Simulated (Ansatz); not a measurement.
Cost and result for the atomization energy of `C[SiH2][Te]B(O)O` (13 atoms, 12 bonds).

```xyz
13

C    -1.6442    2.0672   -0.9726
Si   -0.8446    0.4064   -0.6587
Te    0.9569    0.7464    1.0452
B     1.5271   -1.3643    1.0394
O     0.8508   -2.2117    0.2265
O     2.5313   -1.8503    1.8198
H    -0.9153    2.7862   -1.3519
H    -2.0806    2.4699   -0.0563
H    -2.4408    1.9644   -1.7142
H    -0.2450   -0.1340   -1.9047
H    -1.8369   -0.5662   -0.1359
H     1.1742   -3.1168    0.2944
H     2.9673   -1.1971    2.3691
```

Charge 0, multiplicity 1. Correlated methods include outer-core shells of Te, which these sets cover unevenly. Te takes the def2 core potential. The geometry is a stationary point of PBE0-D4/def2-TZVP. It is one conformer, not always the lowest. Program: Ansatz. All runs use 2 threads of an AMD EPYC 7R13 on a shared host and a share of an NVIDIA H100 80 GB. Times are those of one run each, without the atoms' runs, and a repeat can differ threefold. Electronic energies, without spin–orbit coupling; frozen cores. CCSD(T)/CBS adds CCSD(T) − MP2 in def2-TZVPP to the MP2 limit, and its time is that of the two runs behind it. T1 = 0.012. With those shells the extrapolation isn't a true limit. B3LYP takes the VWN-RPA correlation (the form of Gaussian; ORCA's B3LYP/G).

CCSD(T)/CBS is a level of theory with its own doubt, some kJ/mol a heavy atom from the limit and from the frozen cores, so smaller differences don't rank the functionals.

```csv
level,functions,wall time
r2SCAN-D4/def2-TZVPP (with forces),314,2.3 s
PBE-D4/def2-TZVPP (with forces),314,2.5 s
PBE0-D4/def2-TZVPP,314,2.8 s
B2PLYP/def2-TZVPP,314,3.3 s
B3LYP-D4/def2-TZVPP (with forces),314,3.5 s
ωB97X-V/def2-TZVPP,314,3.9 s
ωB97M-V/def2-TZVPP (with forces),314,4.3 s
MP2/def2-QZVPP,590,4.7 s
CCSD(T)/def2-TZVPP,314,8.5 s
CCSD(T)/CBS(def2),–,13 s
```

Task: What atomization energy does each give, and how far from CCSD(T)/CBS? (An estimate is asked.)

Result: Computed: 
| level | atomization (kcal/mol) | difference from CCSD(T)/CBS | per bond |
| --- | --- | --- | --- |
| r2SCAN-D4/def2-TZVPP (with forces) | 1159.1 | 0.2 | 0.0 |
| PBE-D4/def2-TZVPP (with forces) | 1172.5 | 13.6 | 1.1 |
| PBE0-D4/def2-TZVPP | 1152.6 | -6.3 | -0.5 |
| B2PLYP/def2-TZVPP | 1140.4 | -18.5 | -1.5 |
| B3LYP-D4/def2-TZVPP (with forces) | 1151.9 | -7.0 | -0.6 |
| ωB97X-V/def2-TZVPP | 1156.8 | -2.1 | -0.2 |
| ωB97M-V/def2-TZVPP (with forces) | 1155.8 | -3.1 | -0.3 |
| MP2/def2-QZVPP | 1168.3 | 9.4 | 0.8 |
| CCSD(T)/def2-TZVPP | 1125.2 | -33.7 | -2.8 |
| CCSD(T)/CBS(def2) | 1158.9 | 0.0 | 0.0 |

From PBE to PBE0 (25 % exact exchange), in def2-TZVPP and without D4, the atomization energy moves by −18.8 kcal/mol: exact exchange takes away binding that semilocal exchange gives to molecules. In def2-TZVPP, CCSD(T) changes the Hartree–Fock value by +281.6 kcal/mol (the triples alone add +17.9 kcal/mol) and MP2 by +304.7 kcal/mol; breaking electron pairs costs correlation energy, which Hartree–Fock lacks. The D4 term adds +12.9 kcal/mol with B3LYP and +6.8 kcal/mol with PBE0; it sums over pairs of atoms, weighted by their polarisabilities, and B3LYP, whose exchange is more repulsive, gets the larger term.

Spin–orbit coupling would lower the free Te atoms strongly, and the atomization energy with them, by more than many differences here.
